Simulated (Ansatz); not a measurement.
Reaction (formal exchange of groups at a Ga–N bond): `[NH2][GaH][NH2]` + `OCSC[SiH3]` → `[NH2][GaH][SiH3]` + `NCSCO`

Isolated molecules relaxed with PBE0-D4/def2-TZVP in Ansatz; ΔE leaves out vibrations. CCSD(T)/CBS is the MP2 limit (def2-TZVPP, def2-QZVPP) plus CCSD(T) − MP2 in def2-TZVPP, frozen cores. Functionals use def2-TZVPP. B3LYP here is the variant with VWN-RPA as its local correlation; programs differ in this. For Ga outer-core shells are correlated without core-valence functions, which leaves a few kJ/mol of doubt a bond. Scalar relativity is left out up to krypton. Each species was taken in one conformer, which may not be the lowest.

| level | ΔE (kJ/mol) | difference from CCSD(T)/CBS |
| --- | --- | --- |
| PBE-D4 | 59.8 | -26.2 |
| r2SCAN-D4 | 73.5 | -12.5 |
| PBE0-D4 | 67.1 | -18.9 |
| B3LYP-D4 | 73.7 | -12.3 |
| ωB97X-V | 78.3 | -7.7 |
| ωB97M-V | 81.6 | -4.4 |
| B2PLYP | 79.5 | -6.5 |
| PBE | 56.8 | -29.2 |
| r2SCAN | 72.7 | -13.3 |
| PBE0 | 64.5 | -21.5 |
| B3LYP | 68.8 | -17.2 |
| HF/def2-TZVPP | 82.8 | -3.2 |
| MP2/def2-TZVPP | 94.7 | 8.7 |
| SCS-MP2/def2-TZVPP | 91.0 | 5.0 |
| CCSD/def2-TZVPP | 83.0 | -3.0 |
| CCSD(T)/def2-TZVPP | 82.2 | -3.8 |
| HF/def2-QZVPP | 84.5 | -1.5 |
| MP2/def2-QZVPP | 97.5 | 11.5 |
| SCS-MP2/def2-QZVPP | 94.0 | 8.0 |
| HF/CBS(def2) | 84.7 | -1.3 |
| MP2/CBS(def2) | 98.6 | 12.6 |
| CCSD/CBS(def2) | 86.8 | 0.8 |
| CCSD(T)/CBS | 86.0 | 0 |

Largest T1 diagnostic among the species: 0.015.

The D4 term adds +4.9 kJ/mol with B3LYP and +2.6 kJ/mol with PBE0; it sums over pairs of atoms, weighted by their polarisabilities, and B3LYP, whose exchange is more repulsive, gets the larger term. From PBE to PBE0 (25 % exact exchange), in def2-TZVPP and without D4, ΔE moves by +7.7 kJ/mol.
